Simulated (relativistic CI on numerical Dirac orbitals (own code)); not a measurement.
**What each ingredient does to the levels of Tm48+**

Base calculation: Dirac-Coulomb-Breit CI, KLI orbitals optimised for each configuration, a model potential for QED, unscaled Slater integrals.

Configuration list (outside the closed core [Ne]): 3s2 3p6 3d3, 3s2 3p5 3d4, 3s 3p6 3d4, 3s2 3p6 3d2 4s, 3s2 3p6 3d2 4p, 3s2 3p6 3d2 4d, 3s2 3p5 3d3 4s, 3s2 3p6 3d2 4f, 3s2 3p5 3d3 4p, 3s 3p6 3d3 4s, 3p6 3d4 4p, 3s 3p6 3d3 4p, 3s2 3p6 3d 4s 4p, 3s2 3p6 3d2 5s, 3s 3p6 3d3 4d, 3s2 3p6 3d2 5p, 3s2 3p6 3d 4p 4d, 3s2 3p6 3d2 5f, 3s 3p6 3d2 4s 4p, 3p6 3d5, 3p5 3d6, 3p5 3d5 4s, 3p6 3d4 4s, 3p5 3d4 4s2, 3s2 3p6 3d 4s2, 3s2 3p6 4s2 4p, 3s2 3p6 4s2 4d, 3s2 3p6 3d 4p2, 3s2 3p6 4s 4p2, 3s2 3p6 4p3, 3s2 3p6 4p2 4d, 3s2 3p5 3d 4s 4p2. Double excitations out of closed p, d and f shells are left out; levels of such configurations are missing from the list, as are those of other unlisted configurations, and high levels can miss mixing partners. These lack a partner that the ground configuration has and come out too high: 3s2 3p5 3d3 4p.

Variants: (1) valence Slater integrals scaled by 0.9; (2) non-relativistic limit; (3) only the first 3 configurations. Shifts of the energy above 3s2 3p6 3d3 4F_3/2, in cm⁻¹, for the lowest level and the first level of each name with at least 55 % of one term (blank where a level changes its place among those of its configuration and J or its character, or is not in the variant):

| Level | Base | Δ(1) | Δ(2) | Δ(3) |
| --- | --- | --- | --- | --- |
| 3s2 3p6 3d3 4F_3/2 | 0 | 0 | 0 | 0 |
| 3s2 3p6 3d3 4F_5/2 | 361542 | +6064 | -361542 | -357 |
| 3s2 3p6 3d3 4P_1/2 | 453116 | -3363 | -348598 | -344 |
| 3s2 3p6 3d3 4F_7/2 | 792852 | +4314 |  | -596 |
| 3s2 3p6 3d3 2P_1/2 | 889876 | -4127 | -740026 | -424 |
| 3s2 3p6 3d3 2H_11/2 | 899041 | -6606 | -745500 | -1028 |
| 3s2 3p6 3d3 2F_7/2 | 974059 | -13794 | -717171 | -697 |
| 3s2 3p6 3d3 2D_3/2 | 1121543 | -24293 | -961246 | +927 |

At this charge energies of transitions that change n are usually good to better than 1 %, and those within a shell (Δn = 0) to a few per cent.

Ionisation energy from the two ground configurations alone: base 4199.31 eV. The NIST ASD value (theoretical) is 4199 eV.

LS names give the leading component of a level, which can be under half, so a name can repeat, a term be missing and a line seem to break the LS rules.
